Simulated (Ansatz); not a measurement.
Cost and result for the atomization energy of C2H5BCl2O, SMILES `CCOB(Cl)Cl` (11 atoms, 10 bonds).

```xyz
11

C     0.5404    0.5473    1.2455
C     0.8271   -0.1688   -0.0502
O    -0.2830   -0.9803   -0.4340
B    -1.2851   -0.5844   -1.2141
Cl   -1.3650    1.0255   -1.9320
Cl   -2.5809   -1.7176   -1.5439
H     1.4219    1.1103    1.5605
H     0.2863   -0.1648    2.0326
H    -0.2880    1.2487    1.1275
H     1.6685   -0.8552    0.0579
H     1.0578    0.5392   -0.8498
```

Total charge 0; spin multiplicity 1. Geometry: relaxed with PBE0-D4/def2-TZVP. It is one conformer, not always the lowest. Program: Ansatz. Hardware: A = 2 threads of a server CPU on a shared host; B = 2 threads of an AMD EPYC 7R13 on a shared host and a share of an NVIDIA H100 80 GB. Times are those of one run each, without the atoms' runs, and a repeat can differ threefold. Electronic energies, without spin–orbit coupling; frozen cores. CCSD(T)/CBS adds CCSD(T) − MP2 in def2-TZVPP to the MP2 limit, and its time is that of the two runs behind it. T1 = 0.011. B3LYP takes the VWN-RPA correlation (the form of Gaussian; ORCA's B3LYP/G).

CCSD(T)/CBS is a level of theory with its own doubt, some kJ/mol a heavy atom from the limit and from the frozen cores, so smaller differences don't rank the functionals.

```tsv
level	functions	wall time
revPBE-D4/def2-TZVPP [A]	278	11 s
BLYP-D4/def2-TZVPP [A]	278	11 s
CCSD(T)/def2-SVP [A]	117	24 s
B2PLYP/def2-TZVPP [A]	278	28 s
B3LYP-D4/def2-TZVPP (with forces) [A]	278	35 s
r2SCAN-D4/def2-TZVPP (with forces) [A]	278	38 s
ωB97X-V/def2-TZVPP [A]	278	55 s
MP2/def2-QZVPP [B]	518	66 s
ωB97M-V/def2-TZVPP (with forces) [A]	278	67 s
r2SCANh-D4/def2-TZVPP [A]	278	76 s
B97M-V/def2-TZVPP [A]	278	86 s
CCSD(T)/def2-TZVPP [B]	278	2.2 min
CCSD(T)/CBS(def2)	–	3.3 min
```

Problem. What atomization energy does each give, and how far from CCSD(T)/CBS? (Best estimate.)

Solution. Computed: 
```tsv
level	atomization (kJ/mol)	difference from CCSD(T)/CBS	per bond
revPBE-D4/def2-TZVPP [A]	4362.8	4.3	0.4
BLYP-D4/def2-TZVPP [A]	4346.3	-12.2	-1.2
CCSD(T)/def2-SVP [A]	4186.5	-172.0	-17.2
B2PLYP/def2-TZVPP [A]	4320.5	-38.0	-3.8
B3LYP-D4/def2-TZVPP (with forces) [A]	4354.3	-4.2	-0.4
r2SCAN-D4/def2-TZVPP (with forces) [A]	4402.8	44.3	4.4
ωB97X-V/def2-TZVPP [A]	4374.5	16.0	1.6
MP2/def2-QZVPP [B]	4430.4	71.9	7.2
ωB97M-V/def2-TZVPP (with forces) [A]	4391.3	32.8	3.3
r2SCANh-D4/def2-TZVPP [A]	4375.4	16.9	1.7
B97M-V/def2-TZVPP [A]	4399.1	40.6	4.1
CCSD(T)/def2-TZVPP [B]	4254.7	-103.8	-10.4
CCSD(T)/CBS(def2)	4358.5	0.0	0.0
```

From r2SCAN to r2SCAN0 (25 % exact exchange), in def2-TZVPP and without D4, the atomization energy moves by −67.5 kJ/mol: exact exchange takes away binding that semilocal exchange gives to molecules. The D4 term adds +41.6 kJ/mol with B3LYP and +22.0 kJ/mol with PBE0; it sums over pairs of atoms, weighted by their polarisabilities, and B3LYP, whose exchange is more repulsive, gets the larger term. In def2-TZVPP, CCSD(T) changes the Hartree–Fock value by +989.7 kJ/mol (the triples alone add +70.1 kJ/mol) and MP2 by +1104.7 kJ/mol; breaking electron pairs costs correlation energy, which Hartree–Fock lacks.
